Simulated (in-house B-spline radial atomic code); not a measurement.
## RPA and G0W0 on PBE: the calcium ion Ca⁹⁺

Configuration [Ne] 3s1, highest spin, mean-field start PBE. Computed with an all-electron radial atomic-structure program (B-spline basis): all electrons, non-relativistic, point nucleus, each spin shell either full or empty, empty states to l = 9 with an (l + 1/2)⁻⁴ tail; G0W0 by contour deformation at full frequency.

Command:
```bash
python run_gw.py task.json out
```
Settings (radii: box in bohr, nucleus in fm):
```
Z                        20
electrons                11
configuration            [Ne] 3s1
hamiltonian              nr
method                   pbe,pbe
lmax                     9
spin_polarised           True
box_radius               7.11
intervals                47
ion_configuration        [He] 2s2 2p6
```

Time taken, with all properties: 2.6 s on 1 thread of Arm Neoverse N1 (shared host).

Energies (hartree):

```tsv
term	value
mean-field total	-648.30189
Hartree-Fock functional on these orbitals	-648.08875
direct second order	-0.73954
second-order exchange	0.28643
SOSEX correction	0.26681
```

What is the RPA correlation energy, and what remains with SOSEX?

RPA gives -0.68553 hartree (-1.7 eV per electron); RPA + SOSEX gives -0.41872, and the second-order doubles -0.45311 hartree (no singles). SOSEX takes back 39 % of the RPA value.

Quasi-particle levels (eV):

| level | occupied | mean field | Σx - vxc | Σc | QP weight | G0W0 |
| --- | --- | --- | --- | --- | --- | --- |
| 3s up | yes | -201.43 | -8.52 | ? | ? | ? |
| 2p down | yes | -527.56 | -34.49 | 3.20 | 0.973 | -558.85 |
| 2p up | yes | -528.30 | -34.74 | 3.32 | 0.971 | -559.71 |
| 3s down | no | -196.41 | 11.53 | -3.14 | 0.950 | -188.02 |

G0W0 = mean field + (Σx - vxc) + Σc, with Σc (partial-wave tail included) taken at the quasi-particle energy. Only the outer levels were computed. Levels of low weight are left out.

Where does G0W0 put 3s up?

At -212.00 eV, with Σc = -2.05 eV and a quasi-particle weight of 0.975. The tabulated removal energy is 211.275 ± 0.004 eV (NIST, semi-empirical); the calculation leaves out relativity, Breit and QED terms, and what these don't explain is the method's own error.

What does it cost to remove one electron (to [He] 2s2 2p6) by differences of total energies, each species on its own start (correlation terms add to the Hartree-Fock functional)?

PBE 211.54 eV, Hartree-Fock functional 209.80 eV, + RPA 211.50 eV, + RPA + SOSEX 210.33 eV, + second order 210.45 eV. Tabulated: 211.275 ± 0.004 eV (NIST, semi-empirical); the calculation leaves out relativity, Breit and QED terms, and what these don't explain is the method's own error.
